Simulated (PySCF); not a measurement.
## A ladder for the ionisation energy of Ni⁺

Ni⁺ [Ar] 3d9 (2D) → Ni²⁺ [Ar] 3d8 (3F). Scalar values calculated with PySCF 2.14 in aug-cc-pVTZ-DK (spin-free X2C; valence: [Ar] frozen). The spin-orbit shift comes from two-component X2C-1e calculations (generalised Hartree-Fock, GHF, and MP2 on its spinors, GMP2) in x2c-QZVPPall-2c: GMP2 gives 19.022 eV without and 18.969 eV with screened spin-orbit coupling, a shift of -0.053 eV (GHF: -0.051 eV). Sums use unrounded values; where a UHF row is shifted, it takes the GHF shift.

| method | scalar (eV) | plus spin-orbit shift (eV) | error (eV) |
| --- | --- | --- | --- |
| UHF | 15.001 | 14.949 | -3.220 |
| LDA | 19.602 | 19.549 | 1.380 |
| PBE | 18.920 | 18.867 | 0.698 |
| PBE0 | 18.185 | 18.133 | -0.036 |
| BP86 | 19.022 | 18.970 | 0.801 |
| r2SCAN0 | 17.559 | 17.506 | -0.663 |
| LC-wPBE | 18.607 | 18.554 | 0.386 |
| PW91 | 19.015 | 18.962 | 0.793 |
| MP2 (valence) | 18.341 | 18.288 | 0.120 |
| SCS-MP2 (valence) | 18.039 | 17.987 | -0.182 |
| CCSD (valence) | 17.548 | 17.496 | -0.673 |
| CCSD(T) (valence) | 17.771 | 17.719 | -0.450 |

Reference: 18.169 eV (measured; NIST Atomic Spectra Database, ionization energies).

The errors of the correlated levels include the incompleteness of the basis and the frozen core, so a lower level can come closer by cancellation.
